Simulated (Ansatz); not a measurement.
Born–Oppenheimer molecular dynamics of C$_{3}$H$_{4}$BrCl (9 atoms, charge 0, multiplicity 1). It starts at the highest image of a converged band. Of that band: Neighbouring images differ by up to 1.8 eV, so the band resolves the path poorly. A vibrational analysis at the climbing image gives one clearly imaginary mode, 1763i cm⁻¹: a first-order saddle point.

These are results of Ansatz, RKS r2SCAN-D4/def2-SVP, not measurements.

```json
{"ensemble": "NVE (velocity Verlet)", "time step": "0.5 fs", "steps asked": "200", "starting velocities drawn for": "100 K", "seed": "5196"}
```

Frames 5 fs apart, positions in Å, forces in eV/Å.

Velocities at 0.0 fs (Å/ps):

```
C 1.77 -1.77 4.16
C -2.98 5.21 -1.77
C 0.57 -1.80 3.77
Cl 0.06 1.81 -0.64
Br -0.07 -0.57 -0.58
H 4.92 -7.47 -6.60
H 1.11 -6.98 8.21
H -0.55 -14.49 -4.03
H 5.79 -9.06 -2.79
```

```xyz
9
Properties=species:S:1:pos:R:3:forces:R:3 time_fs=0.0 energy_less_start_eV=0.000 T=100
C 0.215 0.337 1.157 0.00 0.00 -0.01
C -0.694 0.208 0.078 0.02 -0.01 -0.01
C 0.114 -0.342 -0.953 -0.02 0.02 0.01
Cl 0.387 -2.111 -1.007 0.00 -0.01 0.00
Br -0.162 0.333 -2.757 0.00 0.00 0.00
H -0.074 0.171 2.210 0.00 0.00 0.00
H 0.994 1.109 1.059 0.00 0.00 0.00
H -1.759 0.471 0.025 0.00 0.00 0.00
H 1.068 -0.222 0.171 0.00 0.00 0.00
9
Properties=species:S:1:pos:R:3:forces:R:3 time_fs=5.0 energy_less_start_eV=0.033 T=64
C 0.220 0.328 1.172 -0.76 0.00 -0.56
C -0.703 0.232 0.072 0.74 -0.50 0.71
C 0.117 -0.350 -0.934 0.18 0.46 -0.05
Cl 0.387 -2.103 -1.010 -0.08 -0.34 0.02
Br -0.162 0.330 -2.760 0.06 -0.02 0.09
H -0.063 0.127 2.219 -0.08 0.04 0.06
H 1.014 1.084 1.094 0.07 -0.05 -0.09
H -1.785 0.413 0.006 0.11 0.15 0.10
H 1.083 -0.255 0.149 -0.22 0.25 -0.28
9
Properties=species:S:1:pos:R:3:forces:R:3 time_fs=10.0 energy_less_start_eV=-0.082 T=192
C 0.211 0.319 1.178 -1.37 0.56 0.35
C -0.699 0.246 0.079 0.32 -0.68 1.07
C 0.125 -0.348 -0.916 1.03 0.73 0.03
Cl 0.386 -2.096 -1.013 -0.32 -0.68 0.01
Br -0.163 0.327 -2.763 0.15 0.05 0.20
H -0.070 0.099 2.233 -0.13 0.31 -0.26
H 1.047 1.039 1.108 0.09 -0.48 -0.16
H -1.788 0.387 0.013 0.11 0.00 0.23
H 1.056 -0.235 0.044 0.12 0.20 -1.47
9
Properties=species:S:1:pos:R:3:forces:R:3 time_fs=15.0 energy_less_start_eV=-1.504 T=1761
C 0.174 0.323 1.190 -1.79 1.37 0.71
C -0.688 0.247 0.110 0.53 -0.84 1.60
C 0.153 -0.332 -0.900 -0.17 0.45 -2.21
Cl 0.384 -2.095 -1.016 -0.80 -0.98 0.11
Br -0.162 0.324 -2.764 0.20 0.19 0.28
H -0.123 0.145 2.221 -0.51 0.65 0.47
H 1.120 0.872 1.081 0.46 -1.16 -0.22
H -1.776 0.346 0.075 -0.10 -0.65 0.28
H 1.077 -0.155 -0.413 2.19 0.97 -1.01
9
Properties=species:S:1:pos:R:3:forces:R:3 time_fs=20.0 energy_less_start_eV=-2.220 T=2552
C 0.109 0.352 1.220 1.72 0.86 2.42
C -0.666 0.230 0.165 0.37 -1.28 -1.02
C 0.194 -0.304 -0.920 3.35 1.04 -3.13
Cl 0.376 -2.099 -1.018 -0.50 0.03 0.48
Br -0.162 0.322 -2.766 -1.11 0.31 -0.77
H -0.265 0.336 2.269 0.22 0.54 -0.52
H 1.233 0.457 1.028 -1.45 -0.49 0.72
H -1.768 0.180 0.187 0.37 -0.20 -0.29
H 1.357 0.081 -1.115 -2.98 -0.82 2.11
9
Properties=species:S:1:pos:R:3:forces:R:3 time_fs=25.0 energy_less_start_eV=-1.830 T=2116
C 0.071 0.396 1.290 1.28 -0.69 0.72
C -0.634 0.188 0.203 1.09 -1.10 -2.45
C 0.281 -0.262 -0.996 -2.04 -1.14 0.21
Cl 0.365 -2.103 -1.017 0.18 0.60 0.21
Br -0.165 0.321 -2.770 -2.16 0.57 -2.05
H -0.377 0.646 2.249 0.17 -0.12 0.30
H 1.085 -0.044 1.133 0.02 1.32 1.04
H -1.704 -0.028 0.232 -0.27 0.68 -0.75
H 1.192 0.187 -1.361 1.74 -0.12 2.78
9
Properties=species:S:1:pos:R:3:forces:R:3 time_fs=30.0 energy_less_start_eV=-1.974 T=2277
C 0.055 0.428 1.376 -0.90 -1.34 -1.13
C -0.582 0.126 0.197 1.13 0.23 -0.72
C 0.330 -0.242 -1.069 1.11 0.04 2.93
Cl 0.355 -2.103 -1.015 0.53 0.51 -0.15
Br -0.173 0.321 -2.779 -1.02 0.54 -1.00
H -0.438 0.918 2.248 0.12 -0.90 -0.39
H 0.917 -0.271 1.467 0.74 1.62 0.31
H -1.672 -0.079 0.114 0.28 1.12 -0.45
H 1.397 0.296 -1.013 -1.98 -1.82 0.61
9
Properties=species:S:1:pos:R:3:forces:R:3 time_fs=35.0 energy_less_start_eV=-1.727 T=2008
C 0.026 0.433 1.440 -0.68 -2.01 -2.53
C -0.508 0.069 0.175 0.63 1.97 0.65
C 0.372 -0.239 -1.079 2.48 -0.72 5.01
Cl 0.349 -2.100 -1.014 0.46 0.11 -0.43
Br -0.185 0.323 -2.791 0.04 0.52 0.13
H -0.498 1.014 2.194 -0.85 -0.38 0.13
H 0.904 -0.125 1.861 0.19 1.10 -0.91
H -1.587 0.119 -0.102 0.43 0.66 0.46
H 1.494 0.173 -0.587 -2.71 -1.25 -2.51
9
Properties=species:S:1:pos:R:3:forces:R:3 time_fs=40.0 energy_less_start_eV=-1.796 T=2082
C -0.017 0.403 1.459 -0.66 0.09 -0.94
C -0.423 0.052 0.166 -0.87 3.55 1.21
C 0.435 -0.257 -1.009 -5.54 -3.06 -0.54
Cl 0.345 -2.096 -1.015 0.18 -0.60 -0.48
Br -0.196 0.327 -2.803 0.83 0.29 1.37
H -0.711 0.983 2.123 -0.07 -0.82 -0.69
H 0.935 0.269 2.053 -0.41 -0.31 -1.40
H -1.401 0.454 -0.213 0.18 -0.58 0.95
H 1.297 -0.163 -0.560 6.36 1.44 0.53
9
Properties=species:S:1:pos:R:3:forces:R:3 time_fs=45.0 energy_less_start_eV=-1.555 T=1819
C -0.072 0.372 1.458 0.05 1.21 0.23
C -0.352 0.101 0.178 -0.53 2.25 0.05
C 0.455 -0.328 -0.926 4.98 -1.12 -0.76
Cl 0.343 -2.096 -1.020 -0.21 -0.90 -0.13
Br -0.206 0.331 -2.811 0.77 0.03 1.67
H -0.960 0.793 1.941 0.25 0.06 0.54
H 0.889 0.598 1.950 -0.01 -1.16 -0.08
H -1.212 0.678 -0.140 -1.33 -0.91 -0.28
H 1.798 -0.243 -0.676 -3.97 0.54 -1.24
9
Properties=species:S:1:pos:R:3:forces:R:3 time_fs=50.0 energy_less_start_eV=-1.852 T=2139
C -0.129 0.365 1.463 0.14 1.48 1.68
C -0.295 0.195 0.186 -1.49 0.13 -3.14
C 0.556 -0.419 -0.856 -2.88 0.91 -1.82
Cl 0.340 -2.103 -1.025 -0.10 -1.33 0.47
Br -0.213 0.336 -2.814 0.51 0.01 1.18
H -1.127 0.602 1.866 0.92 0.57 1.10
H 0.846 0.675 1.829 0.24 -1.07 1.18
H -1.264 0.661 -0.111 0.06 -1.57 -0.76
H 1.543 -0.195 -1.060 2.60 0.87 0.09
9
Properties=species:S:1:pos:R:3:forces:R:3 time_fs=55.0 energy_less_start_eV=-1.524 T=1783
C -0.180 0.386 1.492 1.46 0.83 -1.07
C -0.266 0.290 0.145 -1.36 -2.28 0.01
C 0.631 -0.490 -0.819 0.97 4.71 -3.14
Cl 0.336 -2.118 -1.027 0.15 -1.37 0.64
Br -0.219 0.340 -2.814 -0.04 0.14 0.21
H -1.117 0.536 2.031 0.25 0.44 0.33
H 0.830 0.502 1.945 -0.70 -0.64 0.33
H -1.323 0.321 -0.237 0.83 -0.11 0.04
H 1.560 0.020 -1.459 -1.55 -1.72 2.65
```

Of the whole run (100 fs, mean temperature of the second half 1871 K): The conserved energy stayed within 1.2 meV per atom of its start (net change 0.048 meV per atom), so the integration is sound. The system heated up, since it started high on the potential surface and ran downhill. A run of 0.1 ps of so small a system gives no equilibrium averages. The orbitals stay closed-shell, which can raise the energy where a bond breaks towards radicals; this wasn't checked here.

The run took 4.4 min on 2 threads of AMD EPYC 9R45 96-Core Processor (Zen 5), with other jobs on the host, peak memory 0.2 GiB.
